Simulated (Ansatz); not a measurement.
Mulliken charges of F2H2SSi, SMILES `F[SiH](F)S` from PBE/def2-TZVPP in Ansatz (PBE0-D4/def2-TZVP geometry).

| atom | x (Å) | y (Å) | z (Å) | charge (e) |
| --- | --- | --- | --- | --- |
| F1 | -0.390 | -1.504 | 0.704 | -0.256 |
| Si2 | 0.413 | -0.309 | 0.041 | 0.685 |
| F3 | 0.491 | -0.663 | -1.502 | -0.256 |
| S4 | -0.555 | 1.533 | 0.356 | -0.227 |
| H5 | 1.769 | -0.249 | 0.606 | -0.073 |
| H6 | -1.687 | 1.129 | -0.251 | 0.127 |

**Question.** By hand: the dipole of these point charges (1 e Å = 4.8032 D).

**Answer.** Σ q r = (0.040, 0.157, 0.075) e Å, of length 0.179 e Å = 0.86 D.

**Question.** How does the dipole of the full density compare? (Best estimate.)

**Answer.** Ansatz gave: (-0.019, 0.141, 0.046) e Å, 0.72 D; the point charges give 1.19 times that, at 22° from its direction.

Point charges leave out the atoms' own dipoles, such as those of lone pairs, and Mulliken's split depends on the basis, so the two needn't agree.
